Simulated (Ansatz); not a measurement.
Job for Ansatz (a first-principles code): R-RI-MP2/cc-pV(T+d)Z on C3H10Si (SMILES CC[SiH2]C), a point of a torsion scan. Files ending in .json are basis or fitting sets from the Basis Set Exchange.

Ansatz 0.2 input:
```yaml
crystal:
  periodic: [false, false, false]
  atoms:
    - {symbol: C, position_ang: [1.93018024, 0.27750979, -0.77415665]}
    - {symbol: C, position_ang: [0.91975280, 0.44966797, 0.35529748]}
    - {symbol: Si, position_ang: [-0.59797911, -0.69330928, 0.19965693]}
    - {symbol: C, position_ang: [-0.04969454, -2.51143941, 0.21486507]}
    - {symbol: H, position_ang: [2.76642534, 0.96593484, -0.65738708]}
    - {symbol: H, position_ang: [1.46482299, 0.47091580, -1.73839339]}
    - {symbol: H, position_ang: [2.32692893, -0.73528623, -0.78541179]}
    - {symbol: H, position_ang: [1.42182626, 0.27219026, 1.30854938]}
    - {symbol: H, position_ang: [0.58696270, 1.48887018, 0.37562929]}
    - {symbol: H, position_ang: [-1.49824300, -0.43711988, 1.33251534]}
    - {symbol: H, position_ang: [-1.30185382, -0.40306798, -1.05755226]}
    - {symbol: H, position_ang: [0.56253494, -2.75114593, -0.65007396]}
    - {symbol: H, position_ang: [-0.90823446, -3.17605775, 0.19989041]}
    - {symbol: H, position_ang: [0.53031370, -2.74528923, 1.10359496]}
basis:
  gaussian:
    orbitals: cc-pV_T+d_Z.json
    fitting: {mean_field: def2-universal-JKFIT, correlation: cc-pVTZ-RIFIT.json}
magnetization: {spin_polarized: false}
correlation: {method: mp2, electrons: outside_noble_gas}
scf: {lower_state_search: off}
```

The log:

```
WARN ansatz: RAYON_NUM_THREADS=1 ignored (pool sized by the plan → 1); use --threads N
Functional definition: HF
these checks for a lower state are left out or cut short: stability, starts, cluster_reference, orbital_swaps, neighbouring_geometries, increment
integrals: 0.30 GiB planned
533 factors; integrals over basis functions are off by at most 1.1e0 eV
mean field: 0.51 GiB planned
mean field evaluation 1: about -11110.3741 eV, gradient 3.6e1 eV
mean field evaluation 2: about -11113.3512 eV, gradient 1.5e1 eV
mean field evaluation 4: about -11113.9409 eV, gradient 4.7e-1 eV
mean field -11113.94197543 eV, -408.4298342966 hartree, gradient 2.5e-6 eV, S^2 0.000000; 0 other end points of the search recorded, 0 dependent functions left out
8 core orbitals not correlated
665 factors; their error is unknown
reference -11113.94197543 eV, -408.4298342966 hartree; 13, 13 occupied and 248, 248 virtual orbitals, 665 factors
second order -18.18910035 eV of doubles, -0.00000000 eV of singles
Total energy: -11132.13107578 eV, -409.0982714055 hartree
Checks for a lower state left out: stability, starts, cluster_reference, orbital_swaps, neighbouring_geometries, increment
```

Self-consistency was reached.

Cost: about 1.8 core-seconds (a rough figure).
